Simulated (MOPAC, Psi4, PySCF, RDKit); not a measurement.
Conformational energy of SMILES C[SiH2]Cl. Scanned: dihedral H4–C1–Si2–Cl3; all other coordinates were relaxed at GFN2-xTB. Heavy atoms are numbered in the order of the SMILES C[SiH2]Cl, hydrogens after them in the order of the atoms that carry them; the mirror image has the same energies with the sign of each dihedral reversed.

Computed with: AM1, restricted, heats of formation // GFN2-xTB (MOPAC); RKS-B3LYP/3-21G = restricted B3LYP/3-21G // GFN2-xTB (PySCF 2.14.0); UFF // GFN2-xTB (RDKit); MP2/cc-pVTZ = DF-MP2 (frozen core)/cc-pVTZ // GFN2-xTB in Psi4.

Energies relative to the lowest point of each profile, in kcal/mol; the last columns give the difference from MP2:

```tsv
φ / °	AM1	RKS-B3LYP/3-21G	UFF	MP2/cc-pVTZ	AM1 − MP2/cc-pVTZ	RKS-B3LYP/3-21G − MP2/cc-pVTZ	UFF − MP2/cc-pVTZ
0	0.41	1.30	1.84	1.65	-1.24	-0.35	0.18
10	0.39	1.22	1.71	1.54	-1.15	-0.32	0.17
20	0.31	0.98	1.35	1.23	-0.92	-0.25	0.12
30	0.21	0.67	0.89	0.82	-0.61	-0.15	0.07
40	0.11	0.33	0.44	0.40	-0.30	-0.07	0.03
50	0.03	0.09	0.12	0.11	-0.08	-0.02	0.01
60	0.00	0.00	0.00	0.00	0.00	0.00	0.00
70	0.03	0.09	0.12	0.11	-0.08	-0.02	0.01
80	0.10	0.32	0.43	0.40	-0.30	-0.08	0.03
90	0.21	0.65	0.88	0.81	-0.60	-0.16	0.07
100	0.31	0.98	1.35	1.23	-0.91	-0.25	0.12
110	0.39	1.21	1.70	1.54	-1.15	-0.33	0.16
```

AM1 is furthest from MP2/cc-pVTZ at 0 (-1.24 kcal/mol, below); its mean absolute difference over the points is 0.61 kcal/mol.

RKS-B3LYP/3-21G is furthest from MP2/cc-pVTZ at 0 (-0.35 kcal/mol, below); its mean absolute difference over the points is 0.17 kcal/mol.

UFF is furthest from MP2/cc-pVTZ at 0 (0.18 kcal/mol, above); its mean absolute difference over the points is 0.08 kcal/mol.
